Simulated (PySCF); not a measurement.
C2H6SZn, SMILES [SH][Zn][CH2]C. Geometry optimised at PBE0-D3(BJ)/def2-SVP. The isomer is the one that the SMILES or the coordinates give; other isomers of the formula were not compared. One conformer was computed; it need not be the lowest.

Computed equilibrium geometry at PBE0-D3(BJ)/def2-SVP (PySCF confirms it by a frequency run) as a Z-matrix (one conformer of several):
```
C
H 1 1.1043
H 1 1.1044 2 105.38
C 1 1.5266 2 110.44 3 119.24
H 4 1.1018 1 112.17 2 -177.95
H 4 1.1019 5 106.79 1 123.29
H 4 1.1038 5 106.74 6 113.87
Zn 1 1.9507 2 107.49 3 -114.11
S 8 2.1921 3 154.50 1 -179.52
H 9 1.3528 8 92.40 3 -149.43
```
Charge 0, spin multiplicity 1.
